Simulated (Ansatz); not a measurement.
Cl$_{2}$GaH$_{2}$N, SMILES `[NH2][Ga]([Cl])[Cl]` at its PBE0-D4/def2-TZVP geometry, where that method's forces vanish. Charge 0, multiplicity 1.

```json
{"atom": "N1", "x (Å)": "-0.982", "y (Å)": "-0.413", "z (Å)": "0.131"}
{"atom": "Ga2", "x (Å)": "0.664", "y (Å)": "0.260", "z (Å)": "-0.078"}
{"atom": "Cl3", "x (Å)": "1.826", "y (Å)": "-0.237", "z (Å)": "-1.785"}
{"atom": "Cl4", "x (Å)": "1.499", "y (Å)": "1.548", "z (Å)": "1.390"}
{"atom": "H5", "x (Å)": "-1.429", "y (Å)": "-0.990", "z (Å)": "-0.559"}
{"atom": "H6", "x (Å)": "-1.579", "y (Å)": "-0.169", "z (Å)": "0.901"}
```

(1) For each bond, give half the difference of the two atoms' forces along it (eV/Å; positive pushes the atoms apart) under PBE-D4, r2SCAN-D4, B3LYP-D4, ωB97M-V in def2-TZVPP. (Estimate.)

Results:

(1) Ansatz gave: 
| bond | length (Å) | PBE-D4 | r2SCAN-D4 | B3LYP-D4 | ωB97M-V |
| --- | --- | --- | --- | --- | --- |
| N1–Ga2 | 1.791 | 0.04 | -0.02 | 0.09 | 0.02 |
| N1–H5 | 1.005 | 0.18 | 0.03 | -0.05 | -0.02 |
| N1–H6 | 1.005 | 0.18 | 0.03 | -0.05 | -0.02 |
| Ga2–Cl3 | 2.124 | 0.12 | -0.02 | 0.14 | 0.01 |
| Ga2–Cl4 | 2.124 | 0.12 | -0.02 | 0.14 | 0.01 |

B3LYP here is the variant with VWN-RPA as its local correlation; programs differ in this.
